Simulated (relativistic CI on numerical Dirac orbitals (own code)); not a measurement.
## One change at a time: Nb XXXV

Base calculation: Dirac-Coulomb-Breit CI, orbitals from a KLI potential per configuration, model QED, unscaled Slater integrals.

Configurations in the expansion (outside the closed core 1s2): 2s2 2p3, 2s 2p4, 2p5, 2p4 3s, 2p4 3p, 2p4 3d, 2s2 2p2 3s, 2s2 2p2 3p, 2s2 2p2 3d, 2s 2p3 3s, 2s 2p3 3p, 2s 2p3 3d, 2s2 2p2 4s, 2s2 2p2 4p, 2s2 2p2 4d, 2s2 2p2 4f. Levels of other configurations are missing.

The lowest level and the first level of each name with at least 55 % of one term (blank where a level has no safe partner in the second run):

```
             Level  Base (eV)  Shift (eV)
   2s2 2p3 2P°_3/2       0.00        0.00
   2s2 2p3 2D°_5/2     103.60       -0.21
   2s2 2p3 2P°_1/2     123.75       -0.19
     2s 2p4 4P_5/2     237.66       +2.10
     2s 2p4 2D_5/2     368.31       +1.91
     2s 2p4 2P_3/2     403.47       +1.92
       2p5 2P°_3/2     570.96       +4.17
       2p5 2P°_1/2     672.57       +3.99
 2s2 2p2 3s 4P_3/2    2604.78       -0.71
 2s2 2p2 3s 2P_1/2    2610.36       -0.71
 2s2 2p2 3s 2D_3/2    2621.57       -0.71
2s2 2p2 3p 2P°_1/2    2715.49       -0.11
 2s 2p3 3s 6S°_5/2    2728.23       +1.52
 2s2 2p2 3d 4F_5/2    2735.78       -0.07
 2s2 2p2 3d 4D_1/2    2736.37       -0.07
 2s2 2p2 3d 4F_7/2    2740.48       -0.08
 2s2 2p2 3s 2S_1/2    2746.60       -0.82
 2s2 2p2 3d 2D_3/2    2769.35       -0.08
 2s2 2p2 3d 2P_1/2    2771.57       -0.10
```

At this charge energies of transitions that change n are usually good to better than 1 %, and those within a shell (Δn = 0) to a few per cent.

Problem. One thing was changed in a second run, which moved the levels as shown. Which?
A. configuration mixing switched off
B. QED terms removed
C. Breit term removed

Solution. B. QED terms removed. QED shifts follow the density of s (and p1/2) electrons at the nucleus, so configurations move by their count of such electrons; where none moves, the smaller shifts of p3/2 electrons and of j = l + 1/2 against j = l − 1/2 set the pattern.

LS names give the leading component of a level, which can be under half, so a name can repeat, a term be missing and a line seem to break the LS rules.
